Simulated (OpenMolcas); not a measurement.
**Sb²⁺: effect of the basis set**

| Item | Value |
| --- | --- |
| Program | OpenMolcas |
| Method | MS-RASPT2, IPEA 0.25 Eh, imaginary shift 0.1 Eh (closed shells correlated: 4d) |
| Active space | 3 electrons in 9 orbitals (RAS2 5s 5p; RAS3 5d, at most 2 electrons) |
| State averaging | 2S+1 = 4 odd, 1 root; 2S+1 = 2 odd, 11 roots; 2S+1 = 4 even, 3 roots; 2S+1 = 2 even, 9 roots |
| Spin-orbit coupling | state interaction with AMFI integrals over the reference wave functions, term energies averaged over their components |

A. ANO-R2 [7s6p4d2f1g], X2C, finite nucleus; CASPT2 step roughly 11 core-seconds
B. ANO-RCC-VTZP [7s6p4d2f1g], DKH2, point nucleus; CASPT2 step about 18 core-seconds
C. ANO-RCC-VQZP [8s7p5d3f2g], DKH2, point nucleus; CASPT2 step roughly 16 core-seconds
D. ANO-RCC [10s9p8d5f3g], DKH2, point nucleus; CASPT2 step of the order of 40 core-seconds

Energies in cm-1 above 5s2 5p 2P* 1/2, the measured ground level; measured values from Moore, Atomic Energy Levels, vol. III, NSRDS-NBS 35 (1971 reprint of NBS Circular 467, 1958).

| Level | A | B | C | D | Measured |
| --- | --- | --- | --- | --- | --- |
| 5s2 5p 2P* 1/2 | 0.0 | 0.0 | 0.0 | 0.0 | 0.0 |
| 5s2 5p 2P* 3/2 | 5670 | 5870 | 5630 | 5770 | 6576 |
| 5s 5p2 4P 1/2 | 57730 | 58040 | 58330 | 58350 |  |
| 5s 5p2 4P 3/2 | 60150 | 60570 | 60730 | 60820 |  |
| 5s 5p2 4P 5/2 | 63120 | 63630 | 63650 | 63800 | 64356 |
| 5s 5p2 2D 3/2 | 77330 | 77070 | 76220 | 76230 | 76523 |
| 5s 5p2 2D 5/2 | 78160 | 77950 | 77080 | 77130 | 77792 |
| 5s 5p2 2P 1/2 [58 %] | 92960 | 93120 | 92800 | 92780 | 92949 |

Deviations, from unrounded energies. A percentage is the sum of absolute deviations over the sum of measured energies, with the sign that they share, or ± where signs differ.

```tsv
Against measurement	Levels	A	B	C	D
mean absolute deviation (cm-1)	5	670	460	560	490
fine structure of the ground term (%)	1	-13.7	-10.7	-14.4	-12.2
other configurations (%)	4	±0.8	±0.5	-0.6	-0.5
```

B lies closest to measurement on these levels and A furthest from it. The largest miss of B in the table is 5s 5p2 4P 5/2, by -720 cm-1. The ranking rests on the paired levels alone, and a cruder setting can come out closer through cancelling errors.

Among A to D the level of the table that moves most is 5s 5p2 2D 3/2, by 1100 cm-1 (lowest in C, highest in A). Moves below CASPT2's spread within the term are not significant.

CASPT2 does not keep the components of a term degenerate, so their means are used; among the terms shown or strongly mixed into the levels shown the widest spread is 98 cm-1 (5s 5p2 2D, A). Some terms mix strongly with configurations of 5d, whose occupation reaches 0.16 (5s 5p2 2D) (figures for A; the like holds for B, C, D). Active for correlation alone: 5d; no level in the range computed is led by a configuration that fills it, so any true level of that kind is missing (holds for A; B). The run also gave levels led by 5s 5p 5d, which use shells meant for correlation; these and all levels above them are left out (holds for C; D). Computed and measured levels are paired by configuration, term and J; levels that our copy of the source lacks, or whose pairing is in doubt (as where it misses far off the trend of its configuration), stay unpaired and out of the deviations. Levels of configurations outside the active space are missing. Levels that lie high or do not pair safely by name in every column are left out.

A share in square brackets marks a mixed level and gives the weight of the term that names it, the lowest over the columns. * marks odd parity.
